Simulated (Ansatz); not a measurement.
Species: C5H10Si, charge 0, multiplicity 1. 
Geometry from a B3LYP-D3(BJ)/def2-TZVP (Ansatz, a first-principles code) optimisation:
```
C
C 1 1.3366
H 2 1.0862 1 120.37
C 1 1.4977 2 123.85 3 0.00
H 4 1.0905 1 111.81 2 0.06
H 4 1.0943 5 108.37 1 -122.39
H 4 1.0944 5 108.36 6 -115.22
C 2 1.5105 3 119.19 1 -179.98
H 8 1.0939 2 111.52 3 -59.04
H 8 1.0939 9 106.15 2 -121.62
C 1 1.5176 2 118.05 3 -179.98
H 11 1.0944 1 110.82 2 -121.54
H 11 1.0945 12 105.98 1 120.27
Si 11 1.8935 12 113.08 13 124.38
H 14 1.4839 11 113.16 12 -121.41
H 14 1.4840 15 107.83 11 -125.88
```

Wanted: atomisation energy (electronic, to ground-state atoms), in kJ/mol. Valence correlation only, unless marked. Open shells are spin-unrestricted. Spin-orbit coupling is left out. Non-relativistic. The coupled-cluster limit lacks core correlation, which all-electron functionals hold. CBS marks a two-point X^-3 extrapolation of the correlation energy; Hartree-Fock from the larger set.

```tsv
level	program	atomisation energy (kJ/mol)
HF/STO-3G	Ansatz	6158.8
HF/cc-pV(T+d)Z	Ansatz	4876.3
PBE0/def2-TZVPD	Ansatz	6466.4
PBE0/def2-QZVPP	Ansatz	6472.9
```

Task: Estimate the value at CCSD(T)/CBS(cc-pV(T+d)Z,cc-pV(Q+d)Z) as computed with Ansatz.

Result: 6445.2 kJ/mol, so PBE0/def2-QZVPP differs from it by 27.7 kJ/mol.
